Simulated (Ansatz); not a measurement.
Ansatz (a first-principles code) input for B(Br)(OH)(OMe) (CH₄BBrO₂), SMILES COB(O)Br, PBE/def2-SVPD. The structure is a stationary point at B3LYP-D3(BJ)/def2-SVP. The structure was generated by enumeration, and PubChem lists no compound with its InChIKey, so it may never have been made. The values are those of a single conformer.

Ansatz 0.2 input:
```yaml
crystal:
  periodic: [false, false, false]
  atoms:
    - {symbol: B, position_ang: [-0.41494513, -0.42317587, 0.12773376]}
    - {symbol: Br, position_ang: [0.76427683, 1.13690889, 0.16070068]}
    - {symbol: O, position_ang: [-1.28723942, -0.63870283, 1.14329377]}
    - {symbol: H, position_ang: [-1.24681233, 0.03406987, 1.83307916]}
    - {symbol: O, position_ang: [-0.31557256, -1.24540147, -0.92543994]}
    - {symbol: C, position_ang: [-1.11096737, -2.41168126, -1.07516152]}
    - {symbol: H, position_ang: [-1.70875671, -2.32078117, -1.99539326]}
    - {symbol: H, position_ang: [-0.44699311, -3.28420391, -1.17467052]}
    - {symbol: H, position_ang: [-1.78410133, -2.56209450, -0.21806965]}
basis:
  gaussian:
    orbitals: def2-SVPD
hamiltonian:
  xc: {name: PBE}
```

It prints:

```
WARN ansatz: RAYON_NUM_THREADS=1 ignored (pool sized by the plan → 1); use --threads N
Functional definition: PBE
integrals: 0.10 GiB planned
1393 factors; their error is unknown
mean field: 0.62 GiB planned
mean field evaluation 1: about -75882.6540 eV, gradient 7.3e1 eV
mean field evaluation 2: about -75842.8777 eV, gradient 1.6e2 eV
mean field evaluation 4: about -75892.7590 eV, gradient 1.0e1 eV
mean field evaluation 8: about -75892.9592 eV, gradient 2.4e-1 eV
mean field evaluation 16: about -75892.8979 eV, gradient 3.1e-4 eV
mean field -75892.89792280 eV, -2789.0125566091 hartree, gradient 2.5e-5 eV, S^2 0.000000; 0 other end points of the search recorded, 0 dependent functions left out
reference -75892.89797354 eV, -2789.0125584737 hartree; 33, 33 occupied and 126, 126 virtual orbitals, 1393 factors
Total energy: -75892.89797354 eV, -2789.0125584737 hartree
```

Self-consistency was reached.

Cost: very roughly 3 core-seconds.
